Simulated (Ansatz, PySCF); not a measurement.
Gas-phase reaction (SMILES): [F][Al]([Br])[Br] + Cl (HCl) → [Cl][Al]([Br])[Br] + F (HF); hydrogen chloride cleaves one Al-F bond, a model of a ligand-exchange step.

Structures are relaxed separately at B3LYP-D3(BJ)/def2-TZVP in Ansatz (a program for electronic structure). Valence correlation only, unless marked. No spin-orbit coupling. The frozen core is the preceding noble-gas configuration, with the filled d and f shells of earlier blocks. No relativistic terms. Basis-set limits of correlation are two-point, X^-3; Hartree-Fock from the larger set. Thermal terms are rigid-rotor harmonic-oscillator values from B3LYP-D3(BJ) frequencies (Ansatz or PySCF) at 298.15 K and 1 atm. 1 Eh = 627.5095 kcal/mol.

```
species             E, CCSD(T)/CBS(def2-TZVPPD,def2-QZVPPD) (Ansatz) (Eh)  E, PBE/def2-TZVPD (Ansatz) (Eh)  H - E (Eh)
------------------  -----------------------------------------------------  -------------------------------  ----------
[F][Al]([Br])[Br]                                             -5487.38591                      -5489.84945     0.01130
Cl (HCl)                                                       -460.37886                       -460.62833     0.01000
[Cl][Al]([Br])[Br]                                            -5847.36549                      -5850.07529     0.01065
F (HF)                                                         -100.39266                       -100.39521     0.01259
```

Question: Work out ΔE and ΔH at 298.15 K at the first level, then ΔH at the second.

Answer: 
1. ΔE = [(-5847.36549) + (-100.39266)] - [(-5487.38591) + (-460.37886)] = 0.00662 Eh = 4.2 kcal/mol at CCSD(T)/CBS(def2-TZVPPD,def2-QZVPPD).
2. The terms H - E add up to 0.00194 Eh, so ΔH = (0.00662 + (0.00194))×627.5095 = 5.4 kcal/mol.
3. At PBE/def2-TZVPD the same steps give ΔE = 4.6 and ΔH = 5.8 kcal/mol, a shift of +0.4 from the first level.
4. These values are not checked against measurement here, since the tables used lack a sound gas-phase enthalpy of formation for at least one species.
